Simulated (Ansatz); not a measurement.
`S[SiH2]CCl` + HCl → `S[SiH2]Cl` + `CCl` at 500 K and 1 bar (ligand exchange at the Si–C bond).

Calculated with Ansatz (gas phase, PBE0-D4/def2-TZVP geometries, no zero-point term in ΔE). CBS: MP2 limit from def2 TZ/QZ plus the TZ coupled-cluster correction, frozen cores. This one scheme is used for every species. Each species was taken in one conformer, which may not be the lowest.

```
     species  CCSD(T)/CBS energy (Eh)  H − E (kJ/mol)  S (J/(mol·K))
`S[SiH2]CCl`              -1187.72196           188.0          402.4
         HCl               -460.38127            32.5          201.9
 `S[SiH2]Cl`              -1148.50980           107.1          347.8
       `CCl`               -499.63220           119.3          258.4
```

H − E and S are ideal-gas, rigid-rotor, harmonic terms from PBE0-D4/def2-TZVP, for one conformer and one mirror image of each species. 1 Eh = 2625.50 kJ/mol, R = 8.31446 J/(mol·K).

Q: By hand: ΔE, ΔH, ΔS and ΔG.

A: ΔE = (-1148.50980) + (-499.63220) − (-1187.72196) − (-460.38127) = -0.03877 Eh = -101.8 kJ/mol. Δ(H − E) = 107.1 + 119.3 − 188.0 − 32.5 = 5.9, so ΔH = -95.9 kJ/mol. ΔS = 347.8 + 258.4 − 402.4 − 201.9 = 1.9 J/(mol·K). ΔG = -95.9 − 500 × (1.9)/1000 = -96.9 kJ/mol.

Q: By hand: the equilibrium constant, and the temperature at which ΔG would vanish if ΔH and ΔS stayed fixed.

A: log₁₀ K = −ΔG/(RT ln 10) = 10.1. ΔH and −TΔS have one sign here, so there is no such temperature. One of them is within its doubt of zero, so this could turn.

The number of gas molecules stays the same, so ΔS is small and ΔH decides. A doubt of 5 kJ/mol in ΔE shifts log₁₀ K by 0.5 here. Other conformers and mirror images would add mixing entropy, several J/(mol·K) or more a flexible species. These are equilibria of isolated gas molecules and say nothing of rates. Largest T1 diagnostic: 0.010 (customary marks: 0.02 for closed shells, 0.045 for open ones).
